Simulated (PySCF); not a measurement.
Ne⁶⁺: ionisation energy

Ne⁶⁺ [He] 2s2 (1S) → Ne⁷⁺ [He] 2s1 (2S), as a difference of total energies. All numbers are calculated (PySCF 2.14, the spin-free X2C one-electron Hamiltonian (Gaussian nucleus), in an even-tempered Gaussian basis (20 s from 0.56 bohr⁻², ratio 2.2; 9 p from 0.95 bohr⁻², ratio 2.4; 6 d from 2.8 bohr⁻², ratio 2.4; 5 f from 4.3 bohr⁻², ratio 2.4; 5 g from 6.4 bohr⁻², ratio 2.4)). Correlated levels: nothing frozen; virtual orbitals above 40 to 60 times the deepest correlated orbital energy dropped. The calculations carry no spin-orbit coupling.

Order these methods by the ionisation energy they give, lowest first.
A. UHF
B. r2SCAN
C. MP2 (all electrons)
D. PBE

A (203.81 eV), B (204.58 eV), D (205.63 eV), C (205.92 eV).

For comparison: 207.27 eV (measured; NIST Atomic Spectra Database, ionization energies).
